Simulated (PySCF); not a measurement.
## `CC#C[Si@H](O)[C@H](F)[SiH3]`, C4H9FOSi2

Molfile (atoms numbered from 1):
```
C4H9FOSi2
     RDKit          3D

 17 16  0  0  0  0  0  0  0  0999 V2000
   -3.2600    0.9203   -0.0312 C   0  0  0  0  0  0  0  0  0  0  0  0
   -2.0497    0.1403   -0.1509 C   0  0  0  0  0  0  0  0  0  0  0  0
   -1.0397   -0.5085   -0.2593 C   0  0  0  0  0  0  0  0  0  0  0  0
    0.5250   -1.4774   -0.4056 Si  0  0  2  0  0  4  0  0  0  0  0  0
    0.4402   -2.9118    0.3541 O   0  0  0  0  0  0  0  0  0  0  0  0
    1.9111   -0.3965    0.3793 C   0  0  2  0  0  0  0  0  0  0  0  0
    1.7201   -0.4088    1.7770 F   0  0  0  0  0  0  0  0  0  0  0  0
    2.0410    1.4251   -0.1811 Si  0  0  0  0  0  4  0  0  0  0  0  0
   -4.1167    0.2628    0.1147 H   0  0  0  0  0  0  0  0  0  0  0  0
   -3.1844    1.5974    0.8194 H   0  0  0  0  0  0  0  0  0  0  0  0
   -3.4128    1.5059   -0.9377 H   0  0  0  0  0  0  0  0  0  0  0  0
    0.8563   -1.8448   -1.7749 H   0  0  0  0  0  0  0  0  0  0  0  0
    0.4465   -2.9636    1.3071 H   0  0  0  0  0  0  0  0  0  0  0  0
    2.8774   -0.8945    0.2376 H   0  0  0  0  0  0  0  0  0  0  0  0
    0.7776    2.1035    0.0982 H   0  0  0  0  0  0  0  0  0  0  0  0
    2.3289    1.4012   -1.6163 H   0  0  0  0  0  0  0  0  0  0  0  0
    3.1323    2.0615    0.5586 H   0  0  0  0  0  0  0  0  0  0  0  0
  1  2  1  0
  2  3  3  0
  3  4  1  0
  4  5  1  0
  4  6  1  0
  6  7  1  0
  6  8  1  0
  1  9  1  0
  1 10  1  0
  1 11  1  0
  4 12  1  6
  5 13  1  0
  6 14  1  1
  8 15  1  0
  8 16  1  0
  8 17  1  0
M  END
```

Method: TDDFT wB97X-D/def2-SVPD circular dichroism and optical rotation, one conformer, gas phase in PySCF. Geometry: GFN2-xTB.

The molecule is flexible and this is one conformer; a measurement averages over conformers.

(1) Draw the ECD and absorption spectra from the lowest 8 states, each a Gaussian of half-width 0.3 eV at 1/e height.

Results:

(1) 
| E (eV) | λ (nm) | Δε (L mol⁻¹ cm⁻¹) | ε (L mol⁻¹ cm⁻¹) |
| --- | --- | --- | --- |
| 5.37 | 231 | -0.07 | 1.13 |
| 5.47 | 227 | -0.20 | 3.34 |
| 5.57 | 222 | -0.44 | 8.61 |
| 5.67 | 219 | -0.79 | 20.1 |
| 5.77 | 215 | -1.21 | 43.8 |
| 5.87 | 211 | -1.63 | 88 |
| 5.97 | 208 | -2.05 | 157 |
| 6.07 | 204 | -2.49 | 242 |
| 6.17 | 201 | -2.89 | 326 |
| 6.27 | 198 | -3.06 | 408 |
| 6.37 | 195 | -2.90 | 523 |
| 6.47 | 192 | -2.49 | 714 |
| 6.57 | 189 | -2.04 | 954 |
| 6.67 | 186 | -1.66 | 1130 |
| 6.77 | 183 | -1.29 | 1110 |
| 6.87 | 180 | -0.81 | 905 |
| 6.97 | 178 | -0.07 | 671 |
| 7.07 | 175 | +1.38 | 649 |
| 7.17 | 173 | +4.32 | 1100 |
| 7.27 | 170 | +9.38 | 2200 |
| 7.37 | 168 | +15.88 | 3900 |
| 7.47 | 166 | +21.19 | 5760 |
| 7.57 | 164 | +22.02 | 6990 |

Δε uses R in velocity form, ε uses f in length form. Only the states computed contribute, so the short-wavelength end is incomplete.
